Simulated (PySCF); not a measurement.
# Computed spin Hamiltonian

Compound: C8H10 (charge +1 and doublet state).
Z-matrix (Å and degrees, GFN2-xTB geometry), rows numbered from 1:
```
C 
C   1  1.3548
C   2  1.4918  1  123.54
C   2  1.4085  1  120.11  3  -179.82
C   4  1.3063  2  157.14  1   167.80
C   5  1.5053  4   67.19  2   164.27
C   6  1.4476  4  125.93  5   -98.96
C   7  1.3441  6  123.09  4  -142.32
H   1  1.0771  2  120.88  3     4.44
H   1  1.0779  2  122.13  3  -176.43
H   3  1.0882  2  110.60  1  -132.67
H   3  1.0902  2  110.41  1   108.83
H   3  1.0861  2  110.47  1   -10.74
H   5  1.0645  4  150.19  6   154.17
H   6  1.0874  4  111.56  5   113.34
H   7  1.0825  6  116.68  4    38.29
H   8  1.0782  7  121.93  6    -2.91
H   8  1.0769  7  121.26  6   176.19
```

The hyperfine couplings belong to this conformer and change with its torsions.

As a line formula: `C=C(C)C1=C[C@@H]1[CH][CH2+]` [radical] (charge +1).

Computed with UKS B3LYP, pcH-1 on C H, non-relativistic, mean-field spin-orbit, GIAO in PySCF. The structure is a single GFN2-xTB conformer in the gas phase; no vibrational or solvent corrections. A GFN2-xTB geometry isn't a minimum of the functional, and hyperfine couplings can be far from their values at a DFT geometry, by a factor of two or more for some ions and for spin on atoms past the first row. The frame is twisted about the C2–C4 bond at this geometry (dihedral C3–C2–C4–C5 = -12°); couplings at other torsion angles weren't computed. Stability of the SCF solution: not tested.

```
g1, g2, g3                      : 2.00233, 2.00289, 2.00315
g_iso                           : 2.00279
Form of g                       : rhombic: the two nearest values differ by 31 % of g3 − g1
⟨S²⟩                            : 0.7682 (exact 0.7500)
α and β electrons               : 29, 28
HOMO–LUMO gap, α and β orbitals : 4.81, 2.09 eV
Total energy                    : -310.47703 Eh
Basis functions                 : 300
```

Isotropic coupling and dipolar principal values T1 to T3, in mT; ρ(0) is the spin density at the nucleus (MHz turned into mT with g_iso):

| atom | isotope | a_iso | T1 | T2 | T3 | Mulliken spin population | ρ(0) (bohr⁻³) |
| --- | --- | --- | --- | --- | --- | --- | --- |
| C1 | 13C | 0.80 | -0.92 | -0.89 | 1.81 | 0.33 | 0.0201 |
| C2 | 13C | -0.29 | -0.37 | 0.01 | 0.36 | -0.02 | -0.0073 |
| C3 | 13C | 0.04 | -0.05 | -0.02 | 0.07 | 0.01 | 0.0011 |
| C4 | 13C | 0.02 | -0.78 | -0.44 | 1.22 | 0.12 | 0.0005 |
| C5 | 13C | 0.26 | -0.84 | -0.55 | 1.39 | 0.16 | 0.0064 |
| C6 | 13C | -0.09 | -0.60 | -0.52 | 1.12 | 0.11 | -0.0023 |
| C7 | 13C | 0.21 | -0.35 | -0.10 | 0.45 | 0.00 | 0.0052 |
| C8 | 13C | 0.73 | -0.85 | -0.83 | 1.68 | 0.30 | 0.0183 |
| H9 | 1H | -0.73 | -0.44 | -0.06 | 0.50 | -0.01 | -0.0046 |
| H10 | 1H | -0.70 | -0.35 | -0.09 | 0.44 | -0.01 | -0.0044 |
| H11 | 1H | 0.00 | -0.06 | 0.00 | 0.06 | 0.00 | 0.0000 |
| H12 | 1H | -0.02 | -0.06 | -0.03 | 0.09 | 0.00 | -0.0001 |
| H13 | 1H | 0.15 | -0.07 | -0.02 | 0.09 | 0.00 | 0.0010 |
| H14 | 1H | 0.95 | -0.33 | -0.08 | 0.41 | 0.01 | 0.0060 |
| H15 | 1H | 2.48 | -0.25 | -0.16 | 0.40 | 0.03 | 0.0156 |
| H16 | 1H | 0.02 | -0.14 | 0.02 | 0.11 | 0.00 | 0.0001 |
| H17 | 1H | -0.66 | -0.35 | -0.07 | 0.42 | -0.01 | -0.0042 |
| H18 | 1H | -0.61 | -0.41 | -0.06 | 0.47 | -0.01 | -0.0038 |

The Mulliken spin populations are largest on C1 (+0.33), C8 (+0.30), C5 (+0.16) and C4 (+0.12). Three atoms exceed +0.15.

The SMILES `C=C(C)C1=C[C@@H]1[CH][CH2+]` draws the unpaired electron on C7, whose computed spin population is only 0.00.

Axes: g3 points within 8° of the C5–C6 bond.

Under fast tumbling the dipolar parts average out, and these isotropic splittings remain (the largest six): 1 × 1H (H15, I = 1/2, 2 lines) with 2.48 mT, 1 × 1H (H14, I = 1/2, 2 lines) with 0.95 mT, 1 × 1H (H9, I = 1/2, 2 lines) with 0.73 mT, 1 × 1H (H10, I = 1/2, 2 lines) with 0.70 mT, 1 × 1H (H17, I = 1/2, 2 lines) with 0.66 mT and 1 × 1H (H18, I = 1/2, 2 lines) with 0.61 mT.

Means are taken over nuclei equivalent by connectivity, which assumes that they swap fast. H17 and H18 aren't averaged: C8 is flat or nearly so (angle sum 360°), and its turn about the short C8–C7 bond (1.34 Å) is taken as slow.

The 13C coupling of C1 (22.5 MHz) shows only in satellite lines or after enrichment, since that isotope makes up about 1.07 % of natural carbon.

Hardware: one thread, Arm Neoverse N1 (aarch64) (shared host). Cost: 2.7 min wall (with the writing of density and orbital grids), 1.1 GiB resident at most.
